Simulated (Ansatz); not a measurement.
`F[C@H]1[SiH2][C@@H]1Cl` at its PBE0-D4/def2-TZVP geometry, where that method's forces vanish. Charge 0, multiplicity 1.

```xyz
9

F     0.1793   -2.0974    0.1132
C     0.1547   -0.7868    0.4958
Si    0.8879    0.6757   -0.4156
C    -0.8716    0.1070   -0.1515
Cl   -2.1462    0.8285    0.8196
H     0.1971   -0.6920    1.5805
H     1.4788    1.7431    0.4152
H     1.3962    0.5560   -1.7963
H    -1.2761   -0.3341   -1.0608
```

Task: What forces (eV/Å) does ωB97M-V/def2-TZVPP give on these atoms in the Gaussian-basis code of Ansatz? (Estimate.)

Result: Computed: 
```
F1  -0.005 -0.291 -0.111
C2   0.145  0.314  0.211
Si3  0.054  0.031 -0.025
C4   0.037 -0.003 -0.252
Cl5 -0.091  0.062  0.108
H6  -0.041 -0.009 -0.088
H7  -0.078 -0.127 -0.103
H8  -0.064  0.011  0.173
H9   0.043  0.012  0.087
```
